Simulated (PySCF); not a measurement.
Species: ClGeH5Si.
Geometry (PBE0-D3(BJ)/def2-SVP, Å), atoms numbered from 1 in this order:
```
atom  x, y, z in Å
Si1   -0.5286   -0.9973    0.1927
Ge2   -2.8307   -1.5342   -0.0927
Cl3   -3.9236    0.2792    0.4203
H4    -0.2832   -0.6654    1.6267
H5     0.3242   -2.1581   -0.2072
H6    -0.2061    0.1825   -0.6619
H7    -3.3362   -2.6390    0.8519
H8    -3.2174   -1.8715   -1.5431
```

The calculation used MP2 and CCSD/aug-cc-pVDZ in PySCF, restricted Hartree–Fock reference, 19 core orbitals frozen, non-relativistic, gas phase, PBE0-D3(BJ)/def2-SVP geometry.

E(HF) = -2826.72467 Eh.

Question: How large is the problem?

Answer: 135 basis functions and 68 electrons; 19 orbitals frozen, which leaves o = 15 correlated occupied and v = 101 virtual orbitals. That is o·v = 1515 singles and o·v(o·v + 1)/2 = 1148370 distinct closed-shell doubles amplitudes before symmetry; the costliest CCSD step grows as o²v⁴ = 2.3 × 10^10.

Question: What are the MP2 and CCSD correlation energies?

Answer: MP2 -0.3796 Eh and CCSD -0.4342 Eh, which gives totals of -2827.10427 and -2827.15892 Eh. That is 0.394 eV for each correlated electron at CCSD (1140 kJ/mol in all, 0.015 % of the total energy); MP2 gives 87.4 % of the CCSD value.

Question: What is the T1 diagnostic?

Answer: 0.0098, below the customary warning level of 0.02. It is the norm of the spatial-orbital singles amplitudes over the root of the number of correlated electrons, so the norm is 0.054.

Question: How does correlation change the dipole moment?

Answer: HF gives 2.48 D and CCSD (unrelaxed density) 2.23 D, a change of -0.25 D.

Connected triples and the basis-set limit are missing.

The job also held the EOM ionisation roots. On Arm Neoverse V1, one thread, no GPU, shared host with 32 logical CPUs at a one-minute load of 26, this took 2.0 min of wall time and 1.8 GiB of memory at its peak.
